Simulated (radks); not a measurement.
Q: All-electron atom: Pm XXXII in [Ar] 3d10 4s2 (the NIST ground configuration). All-electron calculation, Dirac Kohn-Sham, BLYP, spin-unpolarised, spherical densities, finite nucleus; Fermi nuclear charge, rms radius 4.962 fm. Program: a radial shooting solver on a logarithmic mesh with Libxc functionals.

Spin-orbit splittings of the eigenvalues, e(l+1/2) - e(l-1/2), with zeta = 2 splitting/(2l+1) and mean radii in bohr:

| shell | occ. | splitting (eV) | zeta (eV) | <r> j=l-1/2 | <r> j=l+1/2 |
|---|---|---|---|---|---|
| 2p | 6 | 562.9 | 375.3 | 0.08226 | 0.08874 |
| 3p | 6 | ? | ? | 0.2452 | 0.2570 |
| 3d | 10 | 25.96 | 10.38 | 0.2275 | 0.2312 |

Estimate the 3p splitting.

A: 117.5 eV (zeta = 78.35 eV).
